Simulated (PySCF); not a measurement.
**An isoelectronic set: 85 electrons**

PBE0 in PySCF with def2-TZVPPD on every atom (core potentials on In, Sn, Sb, Te, I), for the lowest determinant that a PBE0 search found; no spin–orbit coupling. All have 85 electrons, 11 of them in the valence shells, and the same state, a doublet (π ↑). For ions De leads to the atom and ion picked by measured ionisation energies and electron affinities.

```tsv
species	difference of nuclear charges	Re (Å)	ωe (cm⁻¹)	k (mdyn/Å)	De (eV)	dissociates to
InBr⁻	14	2.768	145	0.583	1.20	In + Br⁻
GeTe⁻	20	2.462	268	2.00	3.37	Ge + Te⁻
SnBr	15	2.519	243	1.66	3.57	Sn + Br
GeI	21	2.525	244	1.64	3.20	Ge + I
SbBr⁺	16	2.378	317	2.83	3.43	Sb⁺ + Br
```

(1) Which member of the whole set has the stiffest bond, and how does it compare with the softest?

Spin–orbit coupling is left out, which matters for elements this heavy, above all for dissociation energies. For an ion De counts to the pair picked by the measured ionisation energies or electron affinities, which need not be the lowest pair at this level. The highest Kohn–Sham level is positive in some of these anions. Much of that is self-interaction error, but it also means that the finite basis helps to hold the extra electron. States were picked by a PBE0 search and need not be the measured ground states.

Answers

(1) SbBr⁺ with k = 2.83 mdyn/Å, 4.9 times that of InBr⁻.
